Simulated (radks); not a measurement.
Question: The iodine anion I-, [Xe], held by a Watson sphere: a shell of charge +1 at radius R that stands for the Madelung well of a crystal (potential energy -1/R inside, -1/r outside, in hartree with lengths in bohr). All-electron calculation, scalar-relativistic Kohn-Sham, LDA (Slater exchange, Perdew-Wang correlation), spin-unpolarised, spherical densities, finite nucleus; Fermi nuclear charge, rms radius of each element as measured or else 0.836 A^(1/3) + 0.57 fm. Program: a radial shooting solver on a logarithmic mesh with Libxc functionals. Response by self-consistent Sternheimer equations with the Hartree and adiabatic LDA kernel, the relativistic mass of each level held fixed and spin-orbit coupling left out. The sphere does not respond.

R (bohr)  e(4d) (eV)  e(5s) (eV)  e(5p) (eV)  <r> 5p (bohr)  sum of <r^2> (bohr^2)  X-ray form factor at sin(theta)/lambda = 0.2 1/angstrom  alpha (bohr^3)
2.55         -49.619     -17.879      -7.718          2.483                  69.10                                                   42.400           36.69
3.01         -49.189     -17.277      -7.271          2.536                  71.24                                                   42.347           41.27
3.71         -48.592     -16.466      -6.544          2.599                  73.88                                                   42.315           48.86
5.63         -47.094     -14.784      -4.867          2.677                  77.67                                                   42.313           66.68

Estimate the row for R = 2.69 bohr.

Answer: e(4d) (eV) -49.478; e(5s) (eV) -17.690; e(5p) (eV) -7.589; <r> 5p (bohr) 2.500; sum of <r^2> (bohr^2) 69.78; X-ray form factor at sin(theta)/lambda = 0.2 1/angstrom 42.380; alpha (bohr^3) 38.02.
